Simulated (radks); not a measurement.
Task: These are the eigenvalues of the occupied orbitals of an atom or ion with whole-number occupations (hartree). Method: Dirac Kohn-Sham, relativistic LDA (MacDonald-Vosko exchange, VWN5 correlation), spin-unpolarised, spherical densities, finite nucleus; Fermi nuclear charge, rms radius of each element as measured or else 0.836 A^(1/3) + 0.57 fm; computed with a radial shooting solver on a logarithmic mesh with Libxc functionals.

| orbital | eigenvalue |
|---|---|
| 1s1/2 | -726.2409 |
| 2s1/2 | -134.5678 |
| 2p1/2 | -127.0909 |
| 2p3/2 | -123.5465 |
| 3s1/2 | -47.77624 |
| 3p1/2 | -45.12354 |
| 3p3/2 | -44.33239 |

Which element is it, and in what charge state? The configuration may be excited. Open shells, if any, fill j = l - 1/2 first.

Result: Z = 41, niobium, charge +24: Nb24+ in [Ne] 3s2 3p5. The list shows which subshells hold electrons but not how many an open one holds; the 1s level, -726.24 hartree, gives Z - s = 38.1 by -(Z - s)^2/2, which with screening and relativity narrows Z to a few neighbours, and the depths of the outer levels then fix element, charge and occupations together.
